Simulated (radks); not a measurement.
Coulomb parameter of the 3d shell of the zinc ion Zn2+ in the model configuration [Ar] 3d8.5 4s1.5, as a second difference U = [E(n + 0.5) + E(n - 0.5) - 2 E(n)] / (0.5)^2 with all orbitals relaxed. "Bare": the charge of the atom changes with n. "Screened": the 4s shell takes up the change at fixed total charge, which measures U(3d,3d) + U(4s,4s) - 2 U(3d,4s). Calculated with a radial shooting solver on a logarithmic mesh with Libxc functionals: Dirac Kohn-Sham, BLYP, spin-unpolarised, spherical densities, finite nucleus; open shells are shared between the two j in proportion to 2j + 1; Fermi nuclear charge, rms radius 3.9283 fm.

| case | configuration | E - E(n) (eV) |
|---|---|---|
| start | [Ar] 3d8.5 4s1.5 | 0.000 |
| bare +0.5 | [Ar] 3d9 4s1.5 | -18.374 |
| bare -0.5 | [Ar] 3d8 4s1.5 | 23.478 |
| screened +0.5 | [Ar] 3d9 4s1 | -6.844 |
| screened -0.5 | [Ar] 3d8 4s2 | 8.259 |

U(bare) = 20.415 eV, U(screened by 4s) = 5.661 eV.
